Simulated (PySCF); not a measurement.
## Excitation energy of Ru by level of theory

Ru [Kr] 4d7 5s1 (5F) → Ru [Kr] 4d8 (3F), as a difference of total energies. Calculation: PySCF 2.14, in def2-QZVPPD with the def2 core potential (28 electrons) (7s5p4d4f2g, 88 functions); scalar relativity through the core potential. Correlated levels: valence and next inner shell: nothing frozen outside the core potential. The calculations carry no spin-orbit coupling.

```tsv
method	excitation energy (cm⁻¹)
UHF	18254
MP2 (valence and next inner shell)	9315.5
SCS-MP2 (valence and next inner shell)	8188.0
CCSD (valence and next inner shell)	11808
CCSD(T) (valence and next inner shell)	10778
```
